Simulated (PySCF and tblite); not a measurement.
Results of a calculation; reference values are marked as such.
System: C₆H₈N₂O, numbered as in [CH3:1][CH2:2][c:3]1[cH:4][c:5]([CH:6]=[O:7])[n:8][nH:9]1.

Geometries: PBE0-D3(BJ)/def2-SVP; energies: BP86/pcSseg-1 + D3(BJ); zero-point and thermal terms from GFN2-xTB harmonic modes (soft modes blended into free rotors). Rate constants are transition-state-theory values, counting equivalent paths, without tunnelling. Run with tblite and PySCF.

Tunnelling of the moving H, left out here, will speed the real process. In real samples such hydrogens mostly exchange between molecules or through solvent, far faster than by this path.

How high is the barrier to the shift of H on N9 from N9 to N8, through which structure does it pass, and what rate follows at 298 K?

The electronic barrier is 48.6 kcal/mol and ΔG‡(298 K) 44.3 kcal/mol, over a C1 saddle with an imaginary mode of 1614i cm⁻¹ (GFN2-xTB). With 1 equivalent path, k is 2.1×10⁻²⁰ s⁻¹. The end lies 1.4 kcal/mol above the start in free energy.
